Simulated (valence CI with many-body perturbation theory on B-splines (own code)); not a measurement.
Pr XI: calculated level list

Level of theory: valence CI with perturbative core correlation (CI+MBPT): three valence electrons over a frozen Dirac-Fock core [Kr] 4d10, radial functions for each j: 8 s, 8 p, 9 d, 9 f, 6 g, 3 h, 2 i, with the one-electron correlation potential Σ1 (screened to all orders), the two-electron term Σ2, the three-electron term Σ3, Breit, model QED; selected single and double excitations, second order for the rest, scaled by the run's own slope (own B-spline code, finite nucleus).

No measured levels were compared; by estimate levels hold to about 250 cm⁻¹ or 0.2 % of their energy and the worst to 1 %, as in measured heavy ions of charge 2 to 7; those with d or f electrons hold less well. Core correlation moves these levels by up to 41000 cm⁻¹, and in measured spectra 5 to 20 % of such shifts remained as error; rates that hang on mixing are uncertain with them.

Levels 46 to 64 of 64, with energies above the lowest level, 5s2 5p 2P°_1/2. "Leading %" is the weight of the configuration and term that name the level; weights of strongly mixed levels are sums over their largest components and can fall short. In the jj column 3d3/2^4 stands for four electrons in 3d with j = 3/2. Lifetimes count E1, E2, E3, M1 and M2 decay at the calculated energies, and are blank where another channel may lead or the interval is too uncertain; long ones can be off by a factor of two.

```csv
No.,Configuration,Term,J,E (eV),Leading %,Leading jj,Second component,Lifetime
46,4f2 5s,2I,11/2,25.170,99,4f5/2 4f7/2 5s (81 %),,222 ms
47,4f2 5s,2P,1/2,26.050,91,4f5/2 4f7/2 5s (61 %),5 % 5s 5p2 2P,863 ps
48,4f2 5s,2P,3/2,26.286,95,4f5/2 4f7/2 5s (51 %),,5.82 ns
49,4f 5s 5p,2F,5/2,26.757,84,4f5/2 5s 5p3/2 (82 %),5 % 4f 5s 5p 2D,72.1 ps
50,5s 5p2,2D,3/2,27.046,55,5s 5p1/2 5p3/2 (58 %),20 % 4f 5s 5p 2D,241 ps
51,4f 5s 5p,2F,7/2,27.175,87,4f7/2 5s 5p3/2 (79 %),6 % 4f 5s 5p 2G,68.8 ps
52,5s 5p2,2P,1/2,27.781,35,5s 5p1/2 5p3/2 (44 %),23 % 5s 5p2 2S,86.7 ps
53,4f 5s 5p,2G,7/2,27.870,93,4f5/2 5s 5p3/2 (76 %),,64.6 ps
54,4f 5s 5p,2G,9/2,28.103,93,4f7/2 5s 5p3/2 (85 %),,63.0 ps
55,4f 5s 5p,2D,5/2,28.215,51,4f7/2 5s 5p3/2 (40 %),29 % 5s 5p2 2D,88.9 ps
56,4f 5s 5p,2D,3/2,28.235,91,4f5/2 5s 5p3/2 (82 %),,70.2 ps
57,4f 5s 5p,2D,5/2,29.013,42,4f7/2 5s 5p3/2 (42 %),34 % 5s 5p2 2D,191 ps
58,4f2 5s,2S,1/2,29.690,60,4f7/2^2 5s (35 %),38 % 5s 5p2 2P,93.4 ps
59,5s 5p2,2P,3/2,33.370,85,5s 5p3/2^2 (79 %),8 % 5s 5p2 2D,36.9 ps
60,5s 5p2,2S,1/2,33.984,62,5s 5p3/2^2 (76 %),17 % 5s 5p2 2P,79.9 ps
61,5s2 5d,2D,3/2,39.563,88,5s^2 5d3/2 (88 %),7 % 5s 5p2 2D,16.2 ps
62,5s2 5d,2D,5/2,40.331,89,5s^2 5d5/2 (89 %),6 % 5s 5p2 2D,19.0 ps
63,4f 5p2,4G°,5/2,40.505,42,4f5/2 5p1/2^2 (88 %),16 % 4f 5p2 2D°,112 ps
64,4f2 5p,4I°,9/2,40.779,60,4f5/2^2 5p1/2 (94 %),31 % 4f2 5p 2H°,291 ps
```

Names give the largest LS component (configuration and term), which can be under half, so a name can repeat, a term be missing and a line seem to break the LS rules; names also repeat where a configuration has a term twice.
